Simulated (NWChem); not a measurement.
The numbers come from NWChem runs, not from measurements. System: C4H5F, charge 0, spin multiplicity 1, at a geometry optimised with B3LYP/def2-SVP. The structure started from a generated list of species. Level: LC-wPBE (omega 0.3 per bohr)/def2-TZVP.

Job file:

```
start mol
memory heap 200 mb stack 800 mb global 1000 mb
geometry units angstroms nocenter noautoz
  F     -0.113072     1.843416     0.000000
  C     -0.092029     0.516519     0.000000
  C     -1.047071    -0.421025     0.000000
  C     -0.005693    -1.535024     0.000000
  C      1.091484    -0.407659     0.000000
  H     -2.137075    -0.409505     0.000000
  H      0.007076    -2.175638    -0.897234
  H      0.007076    -2.175638     0.897234
  H      1.730212    -0.373414    -0.897877
  H      1.730212    -0.373414     0.897877
  symmetry group Cs
end
basis spherical
  * library def2-tzvp
end
dft
  xc xwpbe 1.00 cpbe96 1.0 hfexch 1.00
  cam 0.3 cam_alpha 0.00 cam_beta 1.00
  direct
  iterations 100
end
task dft energy
```

Output (cleaned and shortened):

```
             Northwest Computational Chemistry Package (NWChem) 7.3.0
             --------------------------------------------------------

                                NWChem Input Module
                                -------------------

 Scaling coordinates for geometry "geometry" by  1.889725989
 (inverse scale =  0.529177249)

 Turning off AUTOSYM since
 SYMMETRY directive was detected!

                             Geometry "geometry" -> ""
                             -------------------------

 Output coordinates in angstroms (scale by  1.889725989 to convert to a.u.)

  No.       Tag          Charge          X              Y              Z
 ---- ---------------- ---------- -------------- -------------- --------------
    1 F                    9.0000    -0.11307200     1.84341600     0.00000000
    2 C                    6.0000    -0.09202900     0.51651900     0.00000000
    3 C                    6.0000    -1.04707100    -0.42102500     0.00000000
    4 C                    6.0000    -0.00569300    -1.53502400     0.00000000
    5 C                    6.0000     1.09148400    -0.40765900     0.00000000
    6 H                    1.0000    -2.13707500    -0.40950500     0.00000000
    7 H                    1.0000     0.00707600    -2.17563800    -0.89723400
    8 H                    1.0000     0.00707600    -2.17563800     0.89723400
    9 H                    1.0000     1.73021200    -0.37341400    -0.89787700
   10 H                    1.0000     1.73021200    -0.37341400     0.89787700

 Effective nuclear repulsion energy (a.u.)     165.4479644054

            Nuclear Dipole moment (a.u.)
            ----------------------------
        X                 Y               Z
 ---------------- ---------------- ----------------
    -0.0000018897     0.0000018897     0.0000000000

      Symmetry information
      --------------------

 Group name             Cs
 Group number              2
 Group order               2
 No. of unique centers     8

      Symmetry unique atoms

     1    2    3    4    5    6    7    9


 Summary of "ao basis" -> "" (spherical)
[...]
              MO Center= -4.2D-01, -5.8D-02,  4.1D-15, r^2= 2.3D+00
   Bfn.  Coefficient  Atom+Function         Bfn.  Coefficient  Atom+Function
  ----- ------------  ---------------      ----- ------------  ---------------
    70      0.292275   3 C  pz               39      0.257755   2 C  pz
    73      0.257827   3 C  pz               42      0.237886   2 C  pz
    76      0.195030   3 C  pz                8     -0.189868   1 F  pz
    11     -0.150731   1 F  pz               14     -0.131149   1 F  pz
   176      0.087668   9 H  s               182     -0.087668  10 H  s

 Vector   20  Occ=0.000000D+00  E= 9.649138D-02  Symmetry=a"
              MO Center= -4.0D-01, -4.2D-02, -1.7D-14, r^2= 2.9D+00
   Bfn.  Coefficient  Atom+Function         Bfn.  Coefficient  Atom+Function
  ----- ------------  ---------------      ----- ------------  ---------------
    76      0.666513   3 C  pz              176     -0.528717   9 H  s
   182      0.528717  10 H  s                45     -0.481734   2 C  pz
    39     -0.337751   2 C  pz               42     -0.327283   2 C  pz
   138     -0.303158   5 C  pz               70      0.283028   3 C  pz
    73      0.227786   3 C  pz               14      0.176223   1 F  pz

 Vector   21  Occ=0.000000D+00  E= 1.227866D-01  Symmetry=a'
              MO Center=  8.8D-01, -1.4D+00,  9.2D-15, r^2= 6.7D+00
   Bfn.  Coefficient  Atom+Function         Bfn.  Coefficient  Atom+Function
  ----- ------------  ---------------      ----- ------------  ---------------
    98      3.850030   4 C  s               129      2.842225   5 C  s
    67     -1.615900   3 C  s               164     -1.519901   7 H  s
   170     -1.519901   8 H  s               176     -1.461511   9 H  s
   182     -1.461511  10 H  s                36     -0.882817   2 C  s
   137      0.624370   5 C  py               74     -0.576559   3 C  px

 Vector   22  Occ=0.000000D+00  E= 1.437554D-01  Symmetry=a'
              MO Center=  5.0D-01, -8.8D-01, -1.5D-15, r^2= 8.2D+00
   Bfn.  Coefficient  Atom+Function         Bfn.  Coefficient  Atom+Function
  ----- ------------  ---------------      ----- ------------  ---------------
    98      8.058256   4 C  s               129     -8.034476   5 C  s
    36      2.495757   2 C  s                67     -1.699654   3 C  s
   106      1.660313   4 C  py              176      1.580662   9 H  s
   182      1.580662  10 H  s                74     -1.378150   3 C  px
   164     -1.322816   7 H  s               170     -1.322816   8 H  s

 center of mass
 --------------
 x =  -0.03777295 y =   0.19162806 z =   0.00000000

 moments of inertia (a.u.)
 ------------------
         402.302939500364          17.070331697524           0.000000000000
          17.070331697524         148.746125647346           0.000000000000
           0.000000000000           0.000000000000         527.854006951146

     Multipole analysis of the density
     ---------------------------------

     L   x y z        total         alpha         beta         nuclear
     -   - - -        -----         -----         ----         -------
     0   0 0 0     -0.000000    -19.000000    -19.000000     38.000000

     1   1 0 0      0.123637      0.061819      0.061819     -0.000002
     1   0 1 0     -0.556807     -0.278404     -0.278404      0.000002
     1   0 0 1     -0.000000     -0.000000     -0.000000      0.000000

     2   2 0 0    -20.377714    -53.839235    -53.839235     87.300755
     2   1 1 0      0.193713      4.705676      4.705676     -9.217640
     2   1 0 1     -0.000000     -0.000000     -0.000000      0.000000
     2   0 2 0    -23.263688   -115.721665   -115.721665    208.179642
     2   0 1 1     -0.000000     -0.000000     -0.000000      0.000000
     2   0 0 2    -21.828004    -16.667744    -16.667744     11.507483

 Task  times  cpu:      392.4s     wall:      392.4s

 Total times  cpu:      392.5s     wall:      392.5s
```
